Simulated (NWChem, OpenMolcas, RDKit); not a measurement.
**BCl2F (dichlorofluoroborane): methods side by side**

The species is BCl2F (4 atoms), meant as a singlet with charge 0. SMILES: `FB(Cl)Cl`. The coordinates come from a PBE0-D4/def2-TZVP relaxation.

| atom | x (Å) | y (Å) | z (Å) |
| --- | --- | --- | --- |
| F | 0.1144 | -1.1653 | -0.7812 |
| B | 0.0079 | -0.0806 | -0.0540 |
| Cl | -1.5495 | 0.3738 | 0.5714 |
| Cl | 1.4273 | 0.8721 | 0.2638 |

Quantity: the HOMO–LUMO gap, in eV. The values are calculated.

| level | kind | program | value (eV) | CPU time |
| --- | --- | --- | --- | --- |
| extended Hückel | semi-empirical | RDKit | 8.66 | under 2 s |
| HF/6-311+G** | Hartree–Fock | OpenMolcas | 14.17 | 13 s |
| SVWN5/6-311+G** | LDA | NWChem | 5.80 | 16 s |
| PBE/6-311+G** | GGA | OpenMolcas | 5.94 | 24 s |
| r2SCAN/6-311+G** | meta-GGA | NWChem | 6.67 | 22 s |
| M06-2X/6-311+G** | hybrid meta-GGA | NWChem | 10.68 | 19 s |
| B2PLYP/6-311+G** | double hybrid | OpenMolcas | 11.10 | 22 s |

The values span 5.80 to 14.17 eV. Orbital gaps aren't excitation energies, and those of double hybrids come from the SCF part alone; they tend to grow with the share of exact exchange. CPU times are rough (shared hosts, several kinds of processor): they show what a rung costs within a factor of a few.
